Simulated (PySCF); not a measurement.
# Correlation energy of S (sulfur, neutral)

[Ne] 3s2 3p4, high-spin 3P determinant. Calculation: PySCF 2.14, in x2c-QZVPPall with one added diffuse shell each of s, p, d, f type (10s7p5d3f1g, 86 functions); scalar relativity by spin-free X2C-1e. Frozen: [Ne]; 6 electrons correlated.

| level | correlation energy (mhartree) |
| --- | --- |
| CCSD | -149.97 |
| (T) | -5.89 |
| CCSD(T) | -155.86 |

Diagnostics: T1 = 0.011, D1 = 0.0322, largest double amplitude 0.041.

Cost of the coupled-cluster step: of the order of 19 core-seconds, for 6 correlated electrons.
